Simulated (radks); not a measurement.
Results of a calculation; reference values are marked as such.
Task: The mean radii <r> (bohr) of the occupied orbitals of an atom or ion are listed with their occupations. Level of theory: Dirac Kohn-Sham, PBE, spin-unpolarised, spherical densities, point nucleus (a radial shooting solver on a logarithmic mesh with Libxc functionals).

| orbital | occ. | <r> |
|---|---|---|
| 1s1/2 | 2 | 0.03916 |
| 2s1/2 | 2 | 0.1722 |
| 2p1/2 | 2 | 0.1475 |
| 2p3/2 | 4 | 0.1516 |
| 3s1/2 | 2 | 0.4915 |
| 3p1/2 | 2 | 0.4908 |
| 3p3/2 | 4 | 0.5011 |
| 3d3/2 | 4 | 0.4944 |
| 3d5/2 | 6 | 0.4980 |
| 4s1/2 | 2 | 1.299 |
| 4p1/2 | 2 | 1.427 |
| 4p3/2 | 2 | 1.452 |

Name the element and its charge. Open shells, if any, fill j = l - 1/2 first.

Result: Z = 38, strontium, charge +4: Sr4+ in [Ar] 3d10 4s2 4p4. The 1s radius gives Z: for a bare nucleus <r> = (2 gamma + 1)/(2Z) with gamma = sqrt(1 - (Z/c)^2), 0.03844 bohr for Z = 38, and screening makes it slightly larger (0.03916 here). The occupations add up to 34, and the charge is Z minus that.
